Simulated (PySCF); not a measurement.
A calculated (LDA, PySCF 2.14, aug-cc-pVQZ-DK, scalar relativity by spin-free X2C-1e) atom or ion has these occupied shells.

| shell | electrons | orbital energy (eV) | rms radius, mean of both spins (bohr) |
| --- | --- | --- | --- |
| 1s α | 1 | -3124.7 | 0.0993 |
| 1s β | 1 | -3124.4 | 0.0993 |
| 2s α | 1 | -311.28 | 0.452 |
| 2s β | 1 | -310.90 | 0.452 |
| 2p α | 3 | -245.32 | 0.421 |
| 2p β | 3 | -244.95 | 0.421 |
| 3s α | 1 | -37.838 | 1.46 |
| 3p α | 3 | -23.257 | 1.68 |
| 3p β | 3 | -22.200 | 1.68 |

(1) Name the element and its charge.

Answers

(1) Ar⁺ (argon, charge +1), in [Ne] 3s1 3p6, 2S determinant (an excited configuration).
